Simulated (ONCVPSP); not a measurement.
Pt (Z = 78): excitation energies, all-electron against ONCV

ONCVPSP 4.0.1 input, shortened (lines: element, Z, core and valence counts, functional; n l f; lmax; l rc ep ncon nbas qcut; lloc lpopt rc5 dvloc0; l nproj debl; icmod fcfact rcfact), PBEsol, scalar-relativistic:

```
  Pt 78.00   11    3  -116133      upf
    1    0    2.00
    2    0    2.00
    2    1    6.00
    3    0    2.00
    3    1    6.00
    3    2   10.00
    4    0    2.00
    4    1    6.00
    4    2   10.00
    5    0    2.00
    5    1    6.00
    4    3   13.50
    5    2    9.50
    6    0    1.00
    3
    0    2.10    0.00    3    7    3.00
    1    2.05    0.04    3    7    3.50
    2    2.10    0.00    4    8    7.70
    3    0.50    0.00    5    8   21.00
    4    5    0.35   -1.00
    0    1    1.20
    1    2    2.80
    2    2    1.80
    3    1    3.10
    3    3.00    1.20
```

Energies are relative to the spin-unpolarised reference configuration 4f13.5 5d9.5 6s1; without spin polarisation the order of configurations can differ from experiment.

```json
{"valence configuration": "4f14 5d9 6s1", "charge": "0", "ΔE all-electron (eV)": "-33.241", "error AE − PS (meV)": "-389"}
{"valence configuration": "4f14 5d8 6s0", "charge": "+2", "ΔE all-electron (eV)": "-4.016", "error AE − PS (meV)": "-430"}
{"valence configuration": "4f14 5d8 6s1", "charge": "+1", "ΔE all-electron (eV)": "-22.039", "error AE − PS (meV)": "-305"}
```

What are ΔE and the potential's error for 4f14 5d9 6s0?

ΔE = -24.014 eV all-electron; the error (AE − PS) is -531 meV.

Note: ghosts flagged at negative energy: s at -3529.0 eV, s at -1057.6 eV, s at -115.6 eV, p at -1858.1 eV, p at -186.5 eV and 1 more; GHOST(+) flagged for p at 99.8 eV. A true bound ghost makes a file unfit for plane-wave use.
